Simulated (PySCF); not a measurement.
Compound: ClGeH4N.
Bonds: N1–Ge2, Ge2–Cl3. Hydrogens: H4, H5 on N1; H6, H7 on Ge2.

A GFN2-xTB structure was refined with PBE0-D3(BJ)/def2-SVP geometry optimisation, gas phase (PySCF 2.14.0). Its GFN2-xTB values:

```json
{"coordinate": "N1–Ge2", "GFN2-xTB": "1.790 Å"}
{"coordinate": "N1–H4", "GFN2-xTB": "0.979 Å"}
{"coordinate": "Ge2–Cl3", "GFN2-xTB": "2.077 Å"}
{"coordinate": "Ge2–H6", "GFN2-xTB": "1.511 Å"}
{"coordinate": "N1–Ge2–Cl3", "GFN2-xTB": "103.6°"}
{"coordinate": "N1–Ge2–H6", "GFN2-xTB": "107.3°"}
{"coordinate": "N1–Ge2–H7", "GFN2-xTB": "117.0°"}
{"coordinate": "Ge2–N1–H4", "GFN2-xTB": "117.9°"}
{"coordinate": "Cl3–Ge2–H6", "GFN2-xTB": "111.0°"}
{"coordinate": "H4–N1–H5", "GFN2-xTB": "109.5°"}
{"coordinate": "H6–Ge2–H7", "GFN2-xTB": "109.7°"}
```

Question: How do these coordinates change at the PBE0-D3(BJ)/def2-SVP level?

Answer: 
```csv
coordinate,PBE0-D3(BJ)/def2-SVP (Å or °),change
Ge2–Cl3,2.182,+0.105
N1–H4,1.017,+0.038
N1–Ge2,1.815,+0.025
Ge2–H6,1.532,+0.021
N1–Ge2–Cl3,112.9,+9.3
N1–Ge2–H7,108.5,-8.5
H6–Ge2–H7,115.0,+5.3
Cl3–Ge2–H6,106.1,-4.9
Ge2–N1–H4,115.2,-2.7
N1–Ge2–H6,108.4,+1.1
H4–N1–H5,108.9,-0.6
```

The energy falls by 0.290 eV over 24 energy and gradient evaluations, the largest force component goes from 0.0377 to 3.2e-04 Eh/bohr, and the atoms move by 0.501 Å rms after alignment. The bond that changes most is Ge2–Cl3 (ends: germanium bonded to Cl, N and 2 H; chlorine bonded to Ge), which lengthens by 0.105 Å. Bonds longer at the end by more than 0.005 Å: 5 of 6; shorter: 1. Among the dihedrals that turn most is H5–N1–Ge2–H7, from 62° to 179°. Rotational constants go from 11923, 3748, 2967 to 12658, 3247, 2716 MHz.

The run used 84 basis functions and 157 SCF cycles in all. The run took 54 s on Arm Neoverse V2, one thread, shared host with 96 logical CPUs at a one-minute load of 42, and the process peaked at 0.36 GiB of memory.

Not checked by PBE0-D3(BJ)/def2-SVP frequencies. The numbers are those of one conformer.
